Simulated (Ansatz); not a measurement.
Ideal-gas functions of CH4GeO (`[CH3][Ge][OH]`) at 800 K and 1 bar, from an Ansatz frequency run at PBE0-D4/def2-TZVP.

Molar mass 104.65 g/mol, point group Cs (symmetry number 1), electronic degeneracy 1, moments of inertia 40.73, 69.82, 107.391 u Å². Harmonic wavenumbers (cm⁻¹, unscaled): 77, 234, 476, 537, 616, 683, 707, 872, 1215, 1432, 1444, 3024, 3105, 3138, 3853.

Use S(trans) = R[1.5 ln M + 2.5 ln T − 1.1517]; rotational temperatures θ = 24.2544 K / I; S(rot) = R[ln(√π/σ · √(T³/θAθBθC)) + 1.5]; for each mode x = 1.438777 ν̃/T, S = R[x/(eˣ − 1) − ln(1 − e⁻ˣ)] and H = RT x/(eˣ − 1); 1 cm⁻¹ = 0.0119627 kJ/mol; R = 8.31446 J/(mol·K).

Question: By hand: the entropy, in J/(mol·K).

Answer: Translation 187.4. Rotation: θ = 0.5955, 0.3474, 0.2259 K, giving 113.3. Vibration, mode by mode: 24.76, 15.57, 9.86, 8.92, 7.88, 7.11, 6.86, 5.38, 3.29, 2.42, 2.38, 0.23, 0.21, 0.20, 0.06, in all 95.1. Electronic 0.0. Sum 395.8 J/(mol·K).

Question: By hand: H − E and G − E in kJ/mol, counted from the electronic energy.

Answer: Zero-point energy ½ × 21413 × 0.0119627 = 128.1; thermal vibration 37.9; translation, rotation and pV give 4 RT = 26.6. H − E = 192.6 kJ/mol, and G − E = 192.6 − 800 × 395.8/1000 = -124.0 kJ/mol.

Vibration gives 24 % of the entropy, 24.8 J/(mol·K) of it from the mode under 150 cm⁻¹: soft modes count most, and the harmonic formula is weakest for them. The sum counts one conformer and one mirror image; others add a mixing term.
